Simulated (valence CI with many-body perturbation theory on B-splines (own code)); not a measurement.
## Tb⁵⁸⁺: key properties

Calculated by valence CI with perturbative core correlation (CI+MBPT): five valence electrons over a frozen Dirac-Fock core [He], a basis of 9 s, 9 p, 8 d, 6 f, 3 g, 1 h functions for each j, with the one-electron correlation potential Σ1, the two-electron term Σ2, the three-electron term Σ3, Breit, model QED; selected CI, second order for the rest (own B-spline code, finite nucleus).

No measured spectrum was set against this ion. As an estimate, large intervals hold to a few tenths of a per cent, small ones and those within an open d or f shell to about a per cent. Among the levels kept, up to 1200 cm⁻¹ of a level comes from second order outside the variational space, and about a tenth of that is noise between levels of different J, which matters for small intervals.

Levels are named by their leading jj configuration (3d3/2^4 stands for four electrons in 3d with j = 3/2), which in mixed levels can hold well under half, so a name can repeat and another be missing.

Rates and lifetimes use the calculated energies. Strong lines usually hold to 10 to 20 %, long lifetimes can be off by a factor of two.

**Question.** What is the ground level?

**Answer.** (2s^2 2p1/2^2 2p3/2) J=3/2, composition 48 % 2s2 2p3 2P° + 27 % 2s2 2p3 2D° + 25 % 2s2 2p3 4S°, g = 1.329.

**Question.** Name the longest-lived excited levels whose lifetime is computed, and their main decay.

**Answer.** (2s^2 2p1/2 2p3/2^2) J=5/2 at 782.0 eV lives 1.39 ns, mostly by M1 to (2s^2 2p1/2^2 2p3/2) J=3/2; (2s^2 2p1/2 2p3/2^2) J=1/2 at 824.3 eV lives 404 ps, mostly by M1 to (2s^2 2p1/2^2 2p3/2) J=3/2; (2s^2 2p1/2 2p3/2^2) J=3/2 at 759.7 eV lives 237 ps, mostly by M1 to (2s^2 2p1/2^2 2p3/2) J=3/2.

**Question.** What is the ionisation energy?

**Answer.** 12564 eV; NIST lists 12563 ± 6 eV (theoretical).

**Question.** Among levels below 8258.7 eV, which E1 lines absorb most strongly from the ground level?

**Answer.** to (2s^2 2p1/2^2 3d5/2) J=5/2 at 0.1715 nm, f = 0.544; to (2s^2 2p1/2 2p3/2 3d3/2) J=5/2 at 0.1557 nm, f = 0.488; to (2s^2 2p1/2 2p3/2 3d3/2) J=3/2 at 0.1556 nm, f = 0.222.

**Question.** Where does the other parity begin?

**Answer.** At (2s 2p1/2^2 2p3/2^2) J=5/2, 1043.8 eV.

**Question.** What are the static dipole polarisabilities of the lowest levels?

**Answer.** (2s^2 2p1/2^2 2p3/2) J=3/2 0.000140 (tensor 2.8e-05) bohr³, of which the core gives 4.01e-07.

**Question.** How well does LS coupling describe the low levels?

**Answer.** Among the lowest 20 levels the leading LS term, summed over configurations, holds 63 % on average. For single configurations the figures are 62 % in LS and 100 % in jj coupling. Terms mix most in the J = 3/2 level at 7079.3 eV, where the leading one holds 34 %.
